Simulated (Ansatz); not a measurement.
Reaction (ligand exchange at the Al–N bond): `[AlH2][NH]CS` + H₂S → `[AlH2][SH]` + `NCS`

Calculated with Ansatz (gas phase, PBE0-D4/def2-TZVP geometries, no zero-point term in ΔE). CCSD(T)/CBS adds triple-zeta CCSD(T) − MP2 to the extrapolated MP2 energy (def2 sets, frozen cores). This one scheme is used for every species. Functionals use def2-TZVPP. B3LYP here is the variant with VWN-RPA as its local correlation; programs differ in this. One conformer a species, not always the lowest.

`[AlH2][NH]CS`:

Cartesian coordinates in Å:
```
Al -1.247 1.378 0.533
N -0.555 -0.069 -0.233
C 0.574 -0.826 0.203
S 2.164 -0.470 -0.643
H -0.633 1.806 1.926
H -2.447 2.091 -0.210
H -0.893 -0.374 -1.135
H 0.404 -1.903 0.131
H 0.793 -0.602 1.249
H 1.840 -1.030 -1.820
```

H₂S:

Cartesian coordinates in Å:
```
S -0.234 0.568 -0.082
H -0.394 -0.376 0.857
H 0.628 -0.191 -0.775
```

`[AlH2][SH]`:

Z-matrix (Å, degrees):
```
Al
S 1 2.181
H 1 1.579 2 116.5
H 1 1.581 2 118.9 3 -180.0
H 2 1.344 1 93.7 3 180.0
```

`NCS`:

```xyz
8

N     0.777    0.760   -0.339
C    -0.078   -0.050    0.497
S    -1.783   -0.120   -0.107
H     1.702    0.835    0.069
H     0.877    0.350   -1.259
H    -0.152    0.420    1.480
H     0.254   -1.083    0.654
H    -1.596   -1.111   -0.994
```

```tsv
level	ΔE (kJ/mol)	difference from CCSD(T)/CBS
PBE-D4	-15.1	-0.9
revPBE-D4	-13.9	0.3
PBE0-D4	-18.3	-4.1
CAM-B3LYP-D4	-7.3	6.9
B3LYP	-12.4	1.8
r2SCANh	-16.5	-2.3
CCSD/def2-SVP	-5.2	9.0
CCSD/def2-TZVPP	-11.8	2.4
SCS-MP2/def2-QZVPP	-11.6	2.6
HF/CBS(def2)	-18.4	-4.2
CCSD(T)/CBS	-14.2	0
```

Largest T1 diagnostic among the species: 0.012.

The D4 term adds +4.2 kJ/mol with B3LYP and +2.5 kJ/mol with PBE0; it sums over pairs of atoms, weighted by their polarisabilities, and B3LYP, whose exchange is more repulsive, gets the larger term. From BLYP to BHLYP (50 % exact exchange), in def2-TZVPP and without D4, ΔE moves by −4.8 kJ/mol. Leaving LDA and LC-ωPBE aside and taking each functional with its dispersion term where it has one, the values, not all of them listed here, spread over 14.1 kJ/mol, from HSE06-D4 to BLYP-D4. LDA lies +6.9 kJ/mol from PBE without D4.
